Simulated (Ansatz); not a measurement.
C₂H₄AlFO, SMILES `[OH][AlH]/[CH]=C/F`, charge 0, multiplicity 1.

Problem. Give a relaxed structure at PBE0-D4/def2-TZVP (the Gaussian-basis code of Ansatz). (Best estimate.)

Solution. Computed: 
Z-matrix (Å, degrees):
```
Al
C 1 1.922
O 1 1.699 2 114.3
H 1 1.582 2 124.8 3 180.0
C 2 1.325 1 118.8 3 -0.2
H 2 1.088 1 124.6 3 179.9
H 3 0.955 1 123.8 2 180.0
F 5 1.339 2 123.2 1 -180.0
H 5 1.086 2 125.9 1 0.0
```
Point group Cs.
This is one stationary point; other conformers may exist.
